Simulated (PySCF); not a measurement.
## Fractional electron number in Pt⁺ (platinum, charge +1)

The 5d beta orbital of [Xe] 4f14 5d9 is emptied in steps (occupation f), with all orbitals relaxed, ending at [Xe] 4f14 5d8. Computed with PySCF 2.14 in aug-cc-pVTZ-PP with ECP60MDF, with scalar relativity through the core potential. The exact energy is a straight line in f; departures are measured from the line between the end points of the same method.

Among UHF, LDA, PBE, which shows the largest delocalisation error (convex curve), and which is closest to linear?

Most convex: LDA (-1.360 eV at f = 0.5); closest to linear: UHF (0.430 eV).

```csv
f,UHF (eV),LDA (eV),PBE (eV)
1,0.000,0.000,0.000
0.75,0.345,-1.003,-0.938
0.5,0.430,-1.360,-1.292
0.25,0.305,-1.033,-0.985
0,0.000,0.000,0.000
```

```
method  E(f=0) − E(f=1) (eV)  −ε at f=1 (eV)  −ε at f=0.5 (eV)
   UHF                16.877          18.905            16.772
   LDA                19.559          14.371            19.483
   PBE                19.124          14.279            19.019
```

Reference removal energy between the ground levels: 18.56 ± 0.12 eV (measured; NIST Atomic Spectra Database, ionization energies). The calculation has no spin-orbit coupling. The determinant left behind need not be the lowest term of the ion. UHF lacks correlation.
